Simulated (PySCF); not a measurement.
# Removing an electron from `CC(C)C1=C[SiH2]C=C1`

Compound: C₇H₁₂Si.
Z-matrix (Å and degrees, PBE0-D3(BJ)/def2-SVP geometry), rows numbered from 1:
```
C 
C   1  1.5293
C   2  1.5293  1  111.46
C   2  1.5087  1  111.32  3   124.89
C   4  1.3539  2  124.87  1   117.62
Si  5  1.8674  4  107.82  2   179.91
C   6  1.8735  5   92.41  4    -0.02
C   7  1.3484  6  106.58  5     0.06
H   1  1.1019  2  111.51  3   -60.67
H   1  1.1002  2  111.26  3   178.99
H   1  1.1012  2  110.61  3    58.78
H   2  1.1029  1  107.89  3  -118.28
H   3  1.1019  2  111.51  1    60.51
H   3  1.1013  2  110.61  1   -58.95
H   3  1.1001  2  111.25  1  -179.17
H   5  1.0924  4  121.60  2     0.01
H   6  1.4966  5  114.37  4  -117.61
H   6  1.4967  5  114.35  4   117.40
H   7  1.0918  6  131.09  5   179.98
H   8  1.0963  4  119.48  2     0.12
```

Level: PBE0/def2-SVPD (PySCF). Frontier orbitals with their largest atomic shares (Löwdin; up to four atoms above 4 %):

```csv
orbital,ε (eV),main atoms
HOMO−3,-8.73,"C7 23 %, Si6 18 %, C8 13 %, C4 7 %"
HOMO−2,-8.59,"C5 28 %, Si6 18 %, C2 11 %, C4 11 %"
HOMO−1,-8.58,"C8 19 %, Si6 17 %, C4 12 %, C7 11 %"
HOMO,-6.66,?
LUMO,-1.40,"C7 20 %, C8 19 %, C4 17 %, C5 17 %"
LUMO+1,0.61,"Si6 13 %, C3 11 %, C1 11 %, C5 7 %"
LUMO+2,0.87,"Si6 37 %, C7 13 %, H17 13 %, H18 13 %"
```

What vertical ionisation energy does ΔSCF give, and how far is −ε(HOMO) from it?

ΔSCF: 8.41 eV (811 kJ/mol; threshold wavelength 147 nm); ⟨S²⟩ of the doublet left behind is 0.768, against 0.75 for a pure doublet. −ε(HOMO) is 6.66 eV, 1.75 eV below it. In exact Kohn–Sham theory the two would be equal; PBE0 (global hybrid, 25 % exact exchange) falls short of its own ΔSCF value by 21 %.

On which atoms does the HOMO lie?

C5 (alkene CH carbon) 29 %, C7 (alkene CH carbon) 23 %, C4 (fully substituted alkene carbon) 18 %, C8 (alkene CH carbon) 15 %, so no atom holds as much as 40 %. The HOMO−1 lies 1.92 eV lower.

And the vertical electron affinity, the fundamental gap, Mulliken's electronegativity and the hardness (with the factor ½)?

EA = -0.27 eV by ΔSCF (−ε(LUMO) = 1.40 eV); a negative value means that the added electron isn't bound at this geometry and level, and the number then depends on the basis. IE − EA = 8.68 eV against an orbital gap of 5.26 eV; (IE + EA)/2 = 4.07 eV; (IE − EA)/2 = 4.34 eV.

How many of the 10 lowest singlet excitations (vertical TDDFT, same level) lie below the ionisation energy?

All 10; they run from 4.40 to 7.16 eV.

What kinetic energy would electrons from this vertical process carry with 118.2 nm light (10.49 eV)?

10.49 − 8.41 = 2.08 eV.

With α = 108.9 au, estimate the like-pair dispersion coefficient by London's formula C6 = (3/4)α²I.

I = 0.3090 Eh, so C6 ≈ 2750 au, a rough estimate.

One conformer (not necessarily the lowest) at the PBE0-D3(BJ)/def2-SVP geometry, without solvent, vibrations or thermal averaging.
